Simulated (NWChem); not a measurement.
Species: AlHSClF; SMILES [Cl][Al]([F])[SH]

```xyz
5

Al     0.3459     0.0368     0.0059
Cl    -0.6480     1.8643    -0.0135
F      2.0030     0.0177     0.0085
S     -0.7361    -1.8313     0.0224
H      0.4058    -2.5575     0.0315
```
Atoms are numbered in this order, from 1.

All runs: NWChem. Pople sets run with spherical d functions. All runs use the structure optimised with PBE0/def2-SVP. GIAO values for the isolated, static molecule; σ is the absolute isotropic shielding, δ = σ(reference) − σ with the isolated reference molecule computed at the same levels (19F: trichlorofluoromethane, 1H: tetramethylsilane).

```csv
level,σ Al1 (ppm),σ Cl2 (ppm),δ F3 (ppm),σ S4 (ppm),δ H5 (ppm)
KT2/pcSseg-1,___,___,___,___,___
B3LYP/6-31G*,473.3,970.1,-112.1,763.4,-0.12
"LDA (Slater exchange, VWN5)/pcSseg-1",384.5,902.7,-138.2,735.8,0.95
```

Complete the blanks.


- KT2/pcSseg-1, σ Al1 (ppm): 421.0
- KT2/pcSseg-1, σ Cl2 (ppm): 927.4
- KT2/pcSseg-1, δ F3 (ppm): -147.0
- KT2/pcSseg-1, σ S4 (ppm): 753.2
- KT2/pcSseg-1, δ H5 (ppm): 0.66
